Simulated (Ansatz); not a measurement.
`CC[Si]OC` → `CO[SiH]` + ethylene at 500 K and 1 bar (β-hydride elimination).

Isolated molecules relaxed with PBE0-D4/def2-TZVP in Ansatz; ΔE leaves out vibrations. CCSD(T)/CBS is the MP2 limit (def2-TZVPP, def2-QZVPP) plus CCSD(T) − MP2 in def2-TZVPP, frozen cores. This one scheme is used for every species. Each species was taken in one conformer, which may not be the lowest.

```csv
species,CCSD(T)/CBS energy (Eh),H − E (kJ/mol),S (J/(mol·K))
`CC[Si]OC`,-483.21274,331.2,424.0
`CO[SiH]`,-404.67988,158.5,317.8
`C=C`,-78.48111,155.1,245.3
```

H − E and S are ideal-gas, rigid-rotor, harmonic terms from PBE0-D4/def2-TZVP, for one conformer and one mirror image of each species. 1 Eh = 2625.50 kJ/mol, R = 8.31446 J/(mol·K).

Q: By hand: ΔE, ΔH, ΔS and ΔG.

A: ΔE = (-404.67988) + (-78.48111) − (-483.21274) = 0.05175 Eh = 135.9 kJ/mol. Δ(H − E) = 158.5 + 155.1 − 331.2 = -17.6, so ΔH = 118.3 kJ/mol. ΔS = 317.8 + 245.3 − 424.0 = 139.1 J/(mol·K). ΔG = 118.3 − 500 × (139.1)/1000 = 48.8 kJ/mol.

Q: By hand: the equilibrium constant, and the temperature at which ΔG would vanish if ΔH and ΔS stayed fixed.

A: log₁₀ K = −ΔG/(RT ln 10) = -5.1. ΔG = 0 at ΔH/ΔS = 850 K.

The number of gas molecules changes by +1, which sets the sign of ΔS. A doubt of 5 kJ/mol in ΔE shifts log₁₀ K by 0.5 here. Other conformers and mirror images would add mixing entropy, several J/(mol·K) or more a flexible species. These are equilibria of isolated gas molecules and say nothing of rates. Largest T1 diagnostic: 0.015 (customary marks: 0.02 for closed shells, 0.045 for open ones).
